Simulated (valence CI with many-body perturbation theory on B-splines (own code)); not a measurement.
## Energy levels of Ta52+

Computed by relativistic CI+MBPT: three valence electrons over a frozen Dirac-Fock core [Ar], radial functions for each j: 7 s, 7 p, 8 d, 6 f, 4 g, 1 h, with the one-electron correlation potential Σ1, the two-electron term Σ2, the three-electron term Σ3, Breit, model QED; selected CI, second order for the rest, scaled by the run's own slope (own B-spline code, finite nucleus).

No measured spectrum was set against this ion. As an estimate, large intervals hold to a few tenths of a per cent, small ones and those within an open d or f shell to about a per cent. The list stops below the first excitations out of the core. Only levels of the ground parity were solved; by the run's estimate the other parity begins above the list, which can be wrong where configurations are misplaced.

Levels 1 to 18 of 18, with energies above the lowest level, (3d3/2^3) J=3/2. "Leading %" is the weight of the configuration and term that name the level; weights of strongly mixed levels are sums over their largest components and can fall short, so below about 35 % the name and the second component can differ from the true leading terms, or belong to a minority configuration. In the jj column 3d3/2^4 stands for four electrons in 3d with j = 3/2.

| No. | Configuration | Term | J | E (eV) | Leading % | g | Leading jj |
| --- | --- | --- | --- | --- | --- | --- | --- |
| 1 | 3d3 | 4F | 3/2 | 0.00 | 44 | 0.717 | 3d3/2^3 (99 %) |
| 2 | 3d3 | 4F | 5/2 | 61.12 | 82 | 1.051 | 3d3/2^2 3d5/2 (99 %) |
| 3 | 3d3 | 4P | 3/2 | 67.37 | 38 | 1.169 | 3d3/2^2 3d5/2 (99 %) |
| 4 | 3d3 | 2H | 9/2 | 70.98 | 46 | 1.033 | 3d3/2^2 3d5/2 (99 %) |
| 5 | 3d3 | 2G | 7/2 | 71.01 | 49 | 1.036 | 3d3/2^2 3d5/2 (97 %) |
| 6 | 3d3 | 4P | 1/2 | 72.62 | 57 | 1.806 | 3d3/2^2 3d5/2 (100 %) |
| 7 | 3d3 | 2D | 5/2 | 95.47 | 44 | 1.241 | 3d3/2^2 3d5/2 (96 %) |
| 8 | 3d3 | 4F | 7/2 | 130.87 | 66 | 1.114 | 3d3/2 3d5/2^2 (99 %) |
| 9 | 3d3 | 4F | 9/2 | 135.36 | 50 | 1.129 | 3d3/2 3d5/2^2 (98 %) |
| 10 | 3d3 | 4P | 3/2 | 140.51 | 41 | 1.107 | 3d3/2 3d5/2^2 (100 %) |
| 11 | 3d3 | 2P | 1/2 | 143.39 | 57 | 1.509 | 3d3/2 3d5/2^2 (100 %) |
| 12 | 3d3 | 2H | 11/2 | 144.75 | 100 | 1.080 | 3d3/2 3d5/2^2 (100 %) |
| 13 | 3d3 | 2D | 5/2 | 145.06 | 42 | 1.284 | 3d3/2 3d5/2^2 (96 %) |
| 14 | 3d3 | 2F | 5/2 | 153.53 | 44 | 1.094 | 3d3/2 3d5/2^2 (98 %) |
| 15 | 3d3 | 2F | 7/2 | 154.10 | 79 | 1.085 | 3d3/2 3d5/2^2 (99 %) |
| 16 | 3d3 | 2D | 3/2 | 173.72 | 78 | 0.889 | 3d3/2 3d5/2^2 (96 %) |
| 17 | 3d3 | 2G | 9/2 | 205.01 | 50 | 1.157 | 3d5/2^3 (99 %) |
| 18 | 3d3 | 2D | 3/2 | 218.93 | 44 | 1.127 | 3d5/2^3 (96 %) |

The ionisation energy to 3d2 3F_2 of the next ion comes out as 4878.8 eV (NIST: 4877 ± 4 eV (theoretical)). All 18 levels together are meant to be complete up to 227.66 eV.
